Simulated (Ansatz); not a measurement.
Relaxation of a periodic cell of 17 atoms, LiSi$_{16}$ (host Si, host structure diamond, interstitial Li), to a largest force component of 0.03 eV/Å in at most 60 steps.

Level of theory: Ansatz, DFT LDA, scalar-relativistic, plane waves, PAW. Settings: cutoff 420 eV, k mesh 2x2x2, gaussian smearing 0.05 eV, spin collinear.

```xyz
17
Lattice="0.0000 5.4300 5.4300 5.4300 0.0000 5.4300 5.4300 5.4300 0.0000" Properties=species:S:1:pos:R:3
Si 0.000 0.000 0.000
Si 1.357 1.357 1.357
Si 2.715 2.715 0.000
Si 4.072 4.072 1.357
Si 2.715 0.000 2.715
Si 4.072 1.357 4.072
Si 5.430 2.715 2.715
Si 6.787 4.072 4.072
Si 0.000 2.715 2.715
Si 1.357 4.072 4.072
Si 2.715 5.430 2.715
Si 4.072 6.787 4.072
Si 2.715 2.715 5.430
Si 4.072 4.072 6.787
Si 5.430 5.430 5.430
Si 6.787 6.787 6.787
Li 7.463 7.413 8.810
```

Problem. Where does it end, and by what steps?

Solution. It converged. Limits of this set-up: coarse k mesh, a small cell, in which the defect meets its images. After 8 steps the energy has fallen by 0.858 eV; Li17 moved furthest, 1.09 Å. Joined: Si1–Li17 (3.50 → 2.40 Å), Si2–Li17 (3.53 → 2.73 Å), Si6–Li17 (3.52 → 2.73 Å), Si10–Li17 (3.48 → 2.73 Å).

```csv
step,energy less start (eV),largest force component (eV/Å),accepted
0,0.0000,1.478,yes
1,-0.3232,0.525,yes
2,-0.3835,0.074,yes
3,-0.4398,0.246,yes
4,-0.5465,0.340,yes
5,-0.6727,0.305,yes
6,-0.7894,0.207,yes
7,-0.8549,0.048,yes
8,-0.8584,0.011,yes
```

```xyz
17
Lattice="0.0000 5.4300 5.4300 5.4300 0.0000 5.4300 5.4300 5.4300 0.0000" Properties=species:S:1:pos:R:3
Si 0.010 0.007 -0.011
Si 1.397 1.394 1.335
Si 2.783 2.780 -0.011
Si 4.111 4.108 1.318
Si 2.767 0.025 2.662
Si 4.094 1.394 4.032
Si 5.440 2.780 2.646
Si 6.828 4.126 4.031
Si 0.028 2.764 2.662
Si 1.397 4.091 4.032
Si 2.783 5.437 2.646
Si 4.129 6.825 4.031
Si 2.767 2.764 5.401
Si 4.114 4.111 6.745
Si 5.461 5.458 5.398
Si 6.828 6.825 6.730
Li 6.825 6.822 9.463
```

The run took 68 s on 2 threads of Intel(R) Xeon(R) Platinum 8259CL CPU @ 2.50GHz (Skylake/Cascade Lake), on a shared host, peak memory 0.74 GiB.
